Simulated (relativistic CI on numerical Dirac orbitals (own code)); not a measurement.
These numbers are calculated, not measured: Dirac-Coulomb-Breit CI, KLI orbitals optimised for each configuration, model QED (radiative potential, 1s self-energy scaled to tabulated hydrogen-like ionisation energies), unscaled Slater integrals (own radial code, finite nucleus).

CI space (outside the closed core [Ar] 3d10): 4s²4p⁶, 4s²4p⁵4d, 4s4p⁶4d, 4s²4p⁵4f, 4s²4p⁵5s, 4s4p⁶4f, 4s²4p⁵5p, 4s²4p⁵5d, 4s²4p⁵6s, 4s²4p⁵6p, 4s4p⁶5s, 4s²4p⁵5f, 4s²4p⁵5g, 4s²4p⁵6d, 4s²4p⁵7s, 4s²4p⁵7p, 4s4p⁶5p, 4s²4p⁵6f, 4s4p⁶5d, 4s4p⁶6s, 4s4p⁶6p, 4s4p⁶5f, 4s4p⁶5g, 4s4p⁶6d, 4s4p⁶7s, 4p⁶4d², 4p⁵4d³, 4p⁵4d²4f, 4p⁵4d²5s, 4p⁵4d²5p, 4p⁶4f², 4p⁵4d4f², 4p⁵4f³, 4p⁵4f²5s, 4p⁵4f²5p. Double excitations out of closed p, d and f shells are left out; levels of such configurations are missing from the list, as are those of other unlisted configurations, and high levels can miss mixing partners. These lack a partner that the ground configuration has and come out too high: 4s²4p⁵5d, 4s²4p⁵6s, 4s²4p⁵6p, 4s²4p⁵5f, 4s²4p⁵5g.

At this charge configurations can still be misplaced by up to about 7 % of their energy. 12 of the 18 excited levels that our extract of the measured tables holds in this range could be paired (the sources list more); they are missed by 12556 cm⁻¹ on average and 49519 at most, and levels without a partner can miss by more.

Outline of the computed level scheme of Mo VII. Lowest level of each configuration: 4s²4p⁶ ¹S0 at 0.0000 eV; 4s²4p⁵4d ³P°0 at 37.0317 eV; 4s²4p⁵5s ³P°2 at 58.9605 eV; 4s²4p⁵5p ³S1 at 66.4187 eV; 4s4p⁶4d ³D1 at 69.8721 eV; 4s²4p⁵4f ³G5 at 77.3836 eV; 4s²4p⁵5d ³P°0 at 80.9310 eV.

Some strong electric-dipole decays among the lowest 45 levels: 4s²4p⁵4d ¹P°1 → 4s²4p⁶ ¹S0 (3.3e+11 s⁻¹); 4s²4p⁵4f ³G5 → 4s²4p⁵4d ³F°4 (4.9e+10 s⁻¹); 4s²4p⁵4f ³F4 → 4s²4p⁵4d ¹F°3 (4.5e+10 s⁻¹); 4s²4p⁵4f ³G3 → 4s²4p⁵4d ¹D°2 (4.4e+10 s⁻¹); 4s²4p⁵4f ³G4 → 4s²4p⁵4d ³F°3 (4.3e+10 s⁻¹); 4s²4p⁵4f ³F4 → 4s²4p⁵4d ³D°3 (4.2e+10 s⁻¹); 4s²4p⁵4f ³D1 → 4s²4p⁵4d ³P°0 (4.1e+10 s⁻¹); 4s²4p⁵4f ³F3 → 4s²4p⁵4d ³P°2 (3.9e+10 s⁻¹).

LS names give the leading component of a level, which can be under half, so a name can repeat, a term be missing and a line seem to break the LS rules.
